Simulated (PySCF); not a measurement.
**Calculated properties of `C#CC(=C)CC=C`**

C₇H₈.
Cartesian coordinates in Å at the GFN2-xTB level; atoms count from 1:
```xyz
15
C7H8 angstrom
C      2.8743   -0.5154    0.3024
C      1.8589   -0.0138   -0.0964
C      0.6403    0.5304   -0.5727
C      0.5388    1.8123   -0.9120
C     -0.5157   -0.4368   -0.6484
C     -0.9450   -0.8350    0.7320
C     -2.1508   -0.6229    1.2229
H      3.7691   -0.9385    0.6504
H      1.3766    2.4850   -0.8402
H     -0.3872    2.2243   -1.2760
H     -1.3478    0.0230   -1.1838
H     -0.1924   -1.3305   -1.1928
H     -0.1773   -1.3073    1.3314
H     -2.9253   -0.1485    0.6416
H     -2.4210   -0.9183    2.2225
```

Some functional groups and rings: alkyne and C=C double bond.

From GFN2-xTB geometry:

```
Point group of the GFN2-xTB geometry                  : C1
Rotational constants A, B, C of the GFN2-xTB geometry : 4.277, 1.803, 1.402 GHz
```

**wB97X-D/def2-SVPD ground state and vertical TDDFT (core frozen in the response) (PySCF)**

```
Dipole moment                                                     : 0.30 D
HOMO energy                                                       : -8.86 eV
LUMO energy                                                       : 0.87 eV
HOMO–LUMO gap                                                     : 9.73 eV
Lowest singlet excitation                                         : 5.66 eV (219 nm, f = 0.006)
Strongest line among the 8 lowest singlet transitions             : S2 at 5.77 eV (215 nm, f = 0.234)
Lowest triplet excitation (Tamm–Dancoff)                          : 3.63 eV
Static isotropic polarisability                                   : 83.9 au
Electronic spatial extent ⟨r²⟩ about the centre of nuclear charge : 881 bohr²
```

**PBE0/pcSseg-1 ground state and GIAO shieldings, non-relativistic (PySCF)**

```
Lowest Hirshfeld atomic charge                      : -0.11 e on C1/C7
Highest Hirshfeld atomic charge                     : +0.09 e on H8
13C chemical shifts (computed TMS as zero) by class : 145.7 (C6), 137.5 (C3), 131.6 (C4), 120.8 (C7), 88.6 (C1), 88.5 (C2), 50.0 (C5) ppm
1H chemical shifts (computed TMS as zero) by class  : 6.58 (H13), 5.82 (H9), 5.75 (H10), 5.36 (H14), 5.27 (H15), 2.96 (H11/H12), 2.73 (H8) ppm
Mayer bond orders between heavy atoms               : C1–C2 2.39, C2–C3 1.00, C3–C4 1.95, C3–C5 1.04, C5–C6 1.02, C6–C7 2.00
```

Monoisotopic mass (most abundant isotopes): 92.0626 u.

The rotational constants make it an asymmetric top with κ = (2B − A − C)/(A − C) = -0.72, nearer the prolate limit (−1). With B = h/(8π²I), that is 505.379 GHz u Å² over I, the principal moments of inertia are 118.2, 280.2 and 360.4 u Å² (most abundant isotopes); the inertial defect Ic − Ia − Ib is -38.0 u Å² (zero for a rigid planar frame, negative otherwise). The polarisability is 12.43 Å³ as a volume (1 au = 0.148185 Å³), or 1.68 au for each of the 50 electrons. The dipole equals about 1.0 × 10⁻³⁰ C·m (1 D = 3.33564 × 10⁻³⁰ C·m). A dipole of 0.30 D is allowed in C1, and pure rotational transitions are dipole-allowed. The 8 singlets span 5.66 to 7.70 eV, and their oscillator strengths add up to 0.60. The principal polarisabilities are 61.0, 86.0 and 104.7 au; their mean is the isotropic value.

Isolated species at its GFN2-xTB geometry (one conformer only). NMR classes are plain means over equivalent atoms (diastereotopic ones count apart unless rotation or inversion swaps them), as if these changed places fast; in this geometry the members of some classes differ.
